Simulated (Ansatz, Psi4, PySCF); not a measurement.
GeI2, charge +1, doublet, geometry from GFN2-xTB (a state made from the parent by changing its charge; the spin is typed, not shown lowest) (core potentials on I). Base run: B97M-V/def2-SVPD run with PySCF.

PySCF was given this input:
```python
from pyscf import gto, scf, dft

mol = gto.Mole()
mol.atom = '''
    Ge    0.00221417   -0.00954082    0.99795171
    I     1.09983252   -1.87992098   -0.32171048
    I    -1.10116938    1.88568147   -0.28082640
'''
mol.basis = 'def2-svpd'
mol.ecp = {'I': 'def2-svpd'}
mol.charge = 1
mol.spin = 1
mol.verbose = 4
mol.build()

mf = dft.UKS(mol)
mf.xc = 'b97m_v'
mf.kernel()
```

The same geometry, method and basis name were run in Ansatz (an electronic-structure program) and Psi4 and PySCF, at each program's defaults and at the settings that a row names. The base is PySCF at its defaults. Differences at the defaults can come from grids, fitting, cores and function types together.

| code and settings | ΔE vs base (µEh) | basis functions | E (Eh) | SCF cycles |
|---|---|---|---|---|
| PySCF, defaults (exact integrals, its default grid, spherical functions) | 0.0 | 108 | -2671.48261 | 15 |
| Psi4, defaults (density fitting with its default set, its default grid, spherical functions) | -802 | 108 | -2671.48341 | 13 |
| Ansatz, defaults (factorised integrals, its default grid, spherical functions) | 17.5 | 108 | -2671.48259 | - |
| PySCF, density fitting with def2-universal-jkfit | -37.5 | 108 | -2671.48265 | 15 |
| PySCF, fine grid | 21.6 | 108 | -2671.48259 | 15 |
| Psi4, exact integrals, spherical functions, fine grid | 111 | 108 | -2671.48250 | 17 |
| Ansatz, high accuracy | 17.5 | 108 | -2671.48259 | - |

Open shells are given as the SCF converged; they aren't shown to be the lowest states, and a large step between rows can be another state.
